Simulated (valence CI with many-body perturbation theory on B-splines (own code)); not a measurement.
Ce IX in three bases

Calculated by configuration interaction combined with many-body perturbation theory (CI+MBPT): four valence electrons over a frozen Dirac-Fock core [Kr] 4d10, a basis of 7 s, 7 p, 7 d, 7 f, 4 g, 2 h functions for each j, with the one-electron correlation potential Σ1, the two-electron term Σ2, the three-electron term Σ3, Breit, model QED; selected CI, second order for the rest, scaled by the run's own slope (own B-spline code, finite nucleus).

No measured spectrum was set against this ion. As an estimate, levels hold to about 250 cm⁻¹ or 0.2 % of their energy and the worst to 1 %, as in measured heavy ions of charge 2 to 7; those with d or f electrons hold less well.

The reference run has the lowest level (5s^2 5p1/2^2) J=0 and an ionisation energy of 125.588 eV. Its largest variational space holds 20000 state functions.

Levels are named by their leading jj configuration (3d3/2^4 stands for four electrons in 3d with j = 3/2), which in mixed levels can hold well under half, so a name can repeat and another be missing.

Changed runs:
A. basis 5 s, 5 p, 5 d, 5 f, 2 g
B. basis 4 s, 4 p, 4 d, 4 f

Excitation energies of the reference run in cm⁻¹, and shifts in cm⁻¹:

| Level | Reference | A | B |
| --- | --- | --- | --- |
| (5s^2 5p1/2 5p3/2) J=1 | 23606 | -31 | -130 |
| (5s^2 5p1/2 5p3/2) J=2 | 30140 | +1.5 | -17 |
| (5s^2 5p3/2^2) J=2 | 59043 | -10 | -46 |
| (4f5/2 5s^2 5p1/2) J=3 | 72102 | +226 | +1301 |
| (4f7/2 5s^2 5p1/2) J=3 | 76628 | +234 | +1321 |
| (4f5/2 5s^2 5p1/2) J=2 | 77777 | +280 | +1452 |
| (4f7/2 5s^2 5p1/2) J=4 | 78545 | +294 | +1493 |
| (5s^2 5p3/2^2) J=0 | 80837 | +86 | +478 |
| (4f5/2 5s^2 5p3/2) J=3 | 100505 | +201 | +1239 |
| (4f7/2 5s^2 5p3/2) J=4 | 103583 | +221 | +1330 |
| (4f7/2 5s^2 5p3/2) J=5 | 107605 | +239 | +1377 |
| (4f7/2 5s^2 5p3/2) J=3 | 108181 | +245 | +1341 |
| Ionisation energy (eV) | 125.588 | -0.021 | -0.073 |
